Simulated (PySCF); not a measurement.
Gas-phase reaction: 2 BBr3 + 3 O → 3 Br2 + B2O3

Computed with PySCF (xtb for GFN2) and rigid-rotor harmonic-oscillator thermochemistry at 1 bar. † marks an energy on the PBE0/def2-TZVP geometry and frequencies; other levels use their own. MP2 freezes the core. 6-31G* has spherical d functions here. Open shells (unrestricted): O (multiplicity 3, electronic degeneracy 9); the rest are closed-shell singlets. GFN2 has no spin-polarisation term. Spin-orbit splitting is ignored; it lowers the true energy and changes the entropy of O. B3LYP is the form with VWN-RPA correlation. Br: all electrons, no relativistic terms. MP2 isn't extrapolated to the basis-set limit; its ΔH°(298 K) is -980.4 kJ in def2-SVP and -1038.0 kJ in def2-TZVPP. The harmonic model lacks anharmonicity and excited electronic states, which grow with temperature; levels with a mode under 35 cm⁻¹ are left out. Soft modes under 120 cm⁻¹ make the harmonic entropy rough for B2O3. Warning, point group unlike the PBE0 one: B2O3 (GFN2-xTB, PBE/def2-SVP).

| level | ΔE electronic, kJ | ΔH°(298 K), kJ | ΔS°(298 K), J/K | ΔG°(800 K), kJ |
|---|---|---|---|---|
| B3LYP/6-31G* | -1097 | -1079 | -110 | -984 |
| GFN2-xTB | -2461 | -2440 | -114 | -2344 |
| HF/6-31G* | -422 | -401 | -113 | -304 |
| HF/def2-TZVP† | -466 | -448 | -113 | -350 |
| MP2/def2-TZVPP† | -1056 | -1038 | -113 | -941 |
| PBE/def2-SVP | -1170 | -1152 | -107 | -1061 |
| PBE/def2-TZVP† | -1176 | -1158 | -113 | -1061 |
| PBE0/def2-QZVP† | -1059 | -1041 | -113 | -943 |
| PBE0/def2-SVP† | -1020 | -1001 | -113 | -904 |
| ωB97M-V/def2-TZVP† | -1080 | -1062 | -113 | -964 |
| ωB97X-V/def2-TZVP† | -1054 | -1036 | -113 | -938 |
ΔH° is lowest at GFN2-xTB and highest at HF/6-31G*. No reference value is set beside these.
